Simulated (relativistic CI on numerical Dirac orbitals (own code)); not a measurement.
## Re³⁺: 4f photoemission

Computed with this model: Dirac-Coulomb-Breit CI, KLI orbitals optimised for each configuration, model QED, valence Slater integrals scaled by 0.9, multiplet model of photoemission in the sudden approximation; configurations [Xe] 4f14 5d4 → [Xe] 4f13 5d4; 300 K; Lorentzian 0.25 eV and Gaussian 0.5 eV FWHM. Energies are those of the free ion, without screening or charge transfer. The energies are binding energies and can lie tens of eV above those of solids. S is read from ⟨S²⟩ = S(S + 1).

free ion: ground-state S = 1.83, centroid 81.18 eV. Peaks (eV, height): 79.7 (100), 81.1 (22), 81.8 (21), 83.0 (41).

Strongest unbroadened transitions for free ion:

```tsv
Energy (eV)	Relative strength
79.68	100.0
80.11	3.3
80.95	12.0
81.20	4.3
81.34	5.7
81.77	12.9
81.80	0.9
82.16	3.9
82.51	9.5
82.89	9.8
82.96	11.0
83.15	19.1
83.54	3.3
83.58	2.6
83.91	1.1
84.08	0.9
84.14	0.9
84.74	2.7
```
